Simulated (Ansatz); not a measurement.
The pair A = SiH4 (SMILES [SiH4]) (first 5 atoms), B = C2H2 (SMILES C#C); geometry from B3LYP-D3(BJ)/def2-TZVP.
(charge 0, multiplicity 1):
```tsv
atom	x (Å)	y (Å)	z (Å)
Si	-0.2903	-0.0382	0.1397
H	-0.5433	-0.0465	-1.3211
H	1.0964	0.4142	0.3874
H	-0.4753	-1.4058	0.6713
H	-1.2428	0.8878	0.7904
C	0.9530	0.0632	3.6334
C	-0.2260	0.0295	3.8362
H	1.9991	0.0935	3.4498
H	-1.2733	-0.0001	4.0137
```

Correlated levels freeze the cores. MP2 and its Hartree–Fock in aug-cc-pV(Q+d)Z, aug-cc-pV(T+d)Z are density fitted.

The values were computed with Ansatz (an electronic-structure program). Each number belongs to the level named beside it.

The counterpoise-corrected interaction energy is E(AB) − E(A in the pair's basis) − E(B in the pair's basis). Total energies (hartree):

| level | AB | A in the pair's basis | B in the pair's basis |
|---|---|---|---|
| HF/aug-cc-pV(T+d)Z | -368.1135409 | -291.2638589 | -76.8506884 |
| MP2/aug-cc-pV(T+d)Z | -368.5752338 | -291.4095163 | -77.1637619 |
| HF/aug-cc-pV(Q+d)Z | -368.1217031 | -291.2676123 | -76.8550767 |
| MP2/aug-cc-pV(Q+d)Z | -368.6090904 | -291.4215780 | -77.1854199 |
| MP2/aug-cc-pV(D+d)Z | -368.4650877 | -291.3723139 | -77.0912131 |
| CCSD(T)/aug-cc-pV(D+d)Z | -368.5281211 | -291.4071304 | -77.1196392 |

Q: Work out the counterpoise-corrected interaction energy at the basis-set limit: extrapolate the MP2 correlation part as X⁻³, take Hartree–Fock from the larger set, and add the CCSD(T) − MP2 difference of aug-cc-pV(D+d)Z.

A: 
1. Differences (1 hartree = 627.509 kcal/mol): HF/aug-cc-pV(T+d)Z 0.632; MP2/aug-cc-pV(T+d)Z -1.227; HF/aug-cc-pV(Q+d)Z 0.619; MP2/aug-cc-pV(Q+d)Z -1.313; MP2/aug-cc-pV(D+d)Z -0.979; CCSD(T)/aug-cc-pV(D+d)Z -0.848.
2. Correlation parts, MP2 less HF: -1.859 in aug-cc-pV(T+d)Z (X = 3), -1.932 in aug-cc-pV(Q+d)Z (X = 4).
3. Limit (4³·(-1.932) − 3³·(-1.859))/(4³ − 3³) = -1.985; with HF/aug-cc-pV(Q+d)Z it gives -1.366.
4. CCSD(T) less MP2 in aug-cc-pV(D+d)Z: 0.131.
Result: -1.24 kcal/mol, against -1.23 at MP2/aug-cc-pV(T+d)Z. It is an estimate of this method's limit, not of the exact value.
